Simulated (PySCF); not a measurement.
Isomers C$_{6}$H$_{12}$FNSi:

A. `C=C(C)[SiH2][C@@H](F)/C=N\C`
B. `C(C1=C(F)N(C)CC1)[SiH3]`
C. `InChI=1S/C6H12FNSi/c1-5(7)9-4-6(9)8(2)3/h6,9H,1,4H2,2-3H3/t6-,9+/m1/s1`

Spectrum 1. 13C{1H} NMR (computed): δ 175.5 (C), 113.9 (CH2), 48.2 (CH3), 46.1 (CH), 11.9 (CH2).

Spectrum 2. 13C{1H} NMR (computed): δ 164.6 (C), 85.0 (C), 52.4 (CH2), 37.3 (CH3), 31.6 (CH2), 9.0 (CH2).

Spectrum 3. 13C{1H} NMR (computed): δ 170.7 (CH), 146.8 (C), 139.0 (CH2), 89.9 (CH), 43.3 (CH3), 29.6 (CH3).

Calculated, not measured (PySCF 2.14.0 with density-fitted response routines): GIAO PBE0/pcSseg-1 shieldings, coordinates at the GFN2-xTB level. One computed conformer, averaged over atoms made equivalent by symmetry, fast rotation or ring inversion, no relativistic terms, gas phase.

Scale: 13C (σref 186.93) vs TMS (reference shieldings calculated alike). Splittings of carbon signals by F and P are missing where no couplings were computed. Shifts are as computed. Against solution values, carbons near 30 ppm lie about +3 ppm off and those near 130 ppm about +5 ppm. Of 1211 compounds with measured shifts, 218 miss one by over three times the rms of a fit or turn the order of signals round; such compounds aren't used in these exercises.

Problem. Match each spectrum to its structure.

Solution. 1–C, 2–B, 3–A.

- Spectrum 1 (C): 5 13C signals; δC 113.9 is a terminal =CH2 carbon; δC 48.2 is a methyl carbon bonded to N.
- Spectrum 2 (B): 6 13C signals; δC 164.6 is an alkene carbon bearing nitrogen; δC 85.0 is a β carbon of an enol-ether or enamine type C=C.
- Spectrum 3 (A): 6 13C signals; δC 146.8 is a fully substituted alkene carbon; δC 139.0 is a terminal =CH2 carbon.
